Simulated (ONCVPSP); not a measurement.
**Scattering properties, ONCV potential for manganese (Mn)**

* Element: manganese
* Generator: ONCVPSP 4.0.1
* Type: optimised norm-conserving Vanderbilt (ONCV)
* Functional: PBEsol
* Relativity: non-relativistic
* Frozen core: [Ar]
* Valence charge: 7
* Reference configuration: 3d5 4s2
* Partial waves: 4s: rc 2.10 bohr, ncon 3, nbas 7, qcut 3.5 1/bohr, 2 projectors, debl 2.1 Ha; p scattering state at 0.4 Ha: rc 2.16 bohr, ncon 3, nbas 7, qcut 4.6 1/bohr, 2 projectors, debl 2.6 Ha; 3d: rc 1.76 bohr, ncon 3, nbas 8, qcut 10.3 1/bohr, 2 projectors, debl 4 Ha
* Local potential: polynomial inside 1.26 bohr (lpopt 2, dvloc0 1 Ha)
* Core correction: polynomial model core, fcfact 0.65

The phase is arctan(r·R′/R) of the radial function R(r), unwrapped; energies in Ha, scanned from -2 to 5 Ha. A pole is an energy at which the radial function vanishes at the test radius. The pseudo phase is shifted by a multiple of π to meet the all-electron one at the reference energy, and phase errors are pseudo minus all-electron; the curves can meet again beyond the range given. Levels narrower than the energy grid can be missing from the lists of poles.

```csv
channel,radius (bohr),reference energy (Ha),"poles, all-electron","poles, pseudo",unbroken range about the reference energy with phases within 0.05 rad,phase error 1 Ha above the reference energy (rad)
s,2.13,-0.19,2.03,"2.03, 2.42",below 2.4,-0.002
p,2.19,0.40,"-1.95, 2.35",2.34,-1.4 to 3.9,-0.003
d,1.79,-0.26,0.11,0.11,the whole range,+0.004
```

Note: no bound ghost flagged; GHOST(+) flagged for s at 65.7 eV, p at 130.3 eV.

Phases in the p channel:

```tsv
E (Ha)	all-electron	pseudo
-1.98	-1.447	-1.873
-1.62	-1.841	-1.915
-1.26	-1.934	-1.976
-0.90	-2.043	-2.074
-0.54	-2.229	-2.254
-0.18	-2.628	-2.646
0.18	-3.422	-3.425
0.54	-4.074	-4.075
0.90	-4.366	-4.369
1.26	-4.512	-4.515
1.62	-4.600	-4.603
1.98	-4.662	-4.664
2.34	-4.711	-4.713
2.70	-4.756	-4.756
3.06	-4.802	-4.802
3.42	-4.857	-4.860
3.78	-4.934	-4.957
4.14	-5.066	-5.262
4.50	-5.383	-7.245
4.86	-6.353	-7.759
```
